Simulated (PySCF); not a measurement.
Levels of Mo(29+) from EOM-EA-GCCSD

Reference: closed-shell Mo(30+), [Ne] 3s2; one electron is added. Calculated with PySCF 2.14, two-component X2C-1e with screened spin-orbit coupling, an uncontracted even-tempered set (18 s from 1.7 bohr⁻², ratio 2.6; 13 p from 2.1 bohr⁻², ratio 2.6; 6 d from 2.2 bohr⁻², ratio 2.8; 4 f from 32 bohr⁻², ratio 2.8); frozen 1s2; the 48 highest virtual spinors dropped; of the others 56 kept and the rest restored at second order. No Breit or QED terms. Binding energies in eV.

| level | Koopmans | second order | EOM-CCSD |
| --- | --- | --- | --- |
| 3p1/2 | 1600.0 | 1602.0 | 1601.7 |
| 3p3/2 | 1573.8 | 1575.9 | 1575.9 |
| 3d3/2 | 1465.1 | near a pole | 1464.0 |
| 3d5/2 | 1459.9 | near a pole | 1455.7 |

Electric-dipole lines between these computed levels:

```json
{"lower": "3p1/2", "upper": "3d3/2", "ΔE (eV)": "137.68", "vacuum wavelength (nm)": "9.005"}
{"lower": "3p3/2", "upper": "3d3/2", "ΔE (eV)": "111.87", "vacuum wavelength (nm)": "11.08"}
{"lower": "3p3/2", "upper": "3d5/2", "ΔE (eV)": "120.15", "vacuum wavelength (nm)": "10.32"}
```

In EOM-CCSD the overlap with the one-orbital guess is low for 3d3/2 (weight 0.63), 3d5/2 (weight 0.82). That can mean mixing with two-particle, one-hole states, where second order and EOM-CCSD lose accuracy, or only a rotation among the degenerate components of the shell; the terms of those configurations are not listed.

For comparison, the ionisation energy of Mo(29+) is 1587 ± 8 eV (semi-empirical (NIST evaluation); NIST Atomic Spectra Database, ionization energies).

Only part of the computed levels is shown.
